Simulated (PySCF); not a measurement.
# `CC[C@H]1C[C@@H]1CN`, C6H13N

Geometry:
```
atom   x (Å)   y (Å)   z (Å)
  C1  -2.963  -0.034  -0.202
  C2  -1.675  -0.535  -0.849
  C3  -0.489   0.297  -0.425
  C4   0.194   0.025   0.883
  C5   0.894  -0.284  -0.410
  C6   2.087   0.549  -0.839
  N7   3.339   0.186  -0.194
  H8  -2.882  -0.077   0.882
  H9  -3.811  -0.642  -0.510
 H10  -3.157   0.997  -0.489
 H11  -1.510  -1.578  -0.568
 H12  -1.775  -0.496  -1.938
 H13  -0.567   1.339  -0.717
 H14   0.542   0.866   1.464
 H15  -0.162  -0.800   1.483
 H16   0.983  -1.334  -0.672
 H17   2.234   0.455  -1.919
 H18   1.898   1.603  -0.613
 H19   3.237   0.250   0.814
 H20   3.578  -0.776  -0.413
```

Computed, not measured: TDDFT B3LYP/def2-SVPD circular dichroism and optical rotation, one conformer, gas phase (PySCF 2.14.0). Geometry: GFN2-xTB.

The molecule is flexible and this is one conformer; a measurement averages over conformers. States above about 6.5 eV (minus the energy of the highest occupied orbital) lie near or above the ionisation threshold and depend on the basis.

Question: Draw the ECD and absorption spectra from the lowest 16 states, each a Gaussian of half-width 0.25 eV at 1/e height.

Answer: 
| E (eV) | λ (nm) | Δε (L mol⁻¹ cm⁻¹) | ε (L mol⁻¹ cm⁻¹) |
| --- | --- | --- | --- |
| 5.50 | 226 | -0.17 | 27.6 |
| 5.60 | 222 | -0.74 | 116 |
| 5.70 | 218 | -2.26 | 356 |
| 5.80 | 214 | -5.02 | 794 |
| 5.90 | 210 | -8.10 | 1280 |
| 6.00 | 207 | -9.44 | 1520 |
| 6.10 | 203 | -7.82 | 1350 |
| 6.20 | 200 | -4.24 | 987 |
| 6.30 | 197 | -0.72 | 821 |
| 6.40 | 194 | +1.57 | 1020 |
| 6.50 | 191 | +2.75 | 1480 |
| 6.60 | 188 | +3.51 | 1930 |
| 6.70 | 185 | +4.09 | 2050 |
| 6.80 | 182 | +4.05 | 1700 |
| 6.90 | 180 | +3.22 | 1100 |
| 7.00 | 177 | +2.28 | 637 |
| 7.10 | 175 | +1.61 | 563 |
| 7.20 | 172 | +0.11 | 904 |
| 7.30 | 170 | -3.76 | 1530 |
| 7.40 | 168 | -9.06 | 2280 |
| 7.50 | 165 | -12.21 | 3020 |
| 7.60 | 163 | -10.99 | 3680 |
| 7.70 | 161 | -5.93 | 4180 |
| 7.80 | 159 | +2.60 | 4450 |
| 7.90 | 157 | +14.13 | 4430 |
| 8.00 | 155 | +24.69 | 4060 |

Δε uses R in velocity form, ε uses f in length form. Only the states computed contribute, so the short-wavelength end is incomplete.
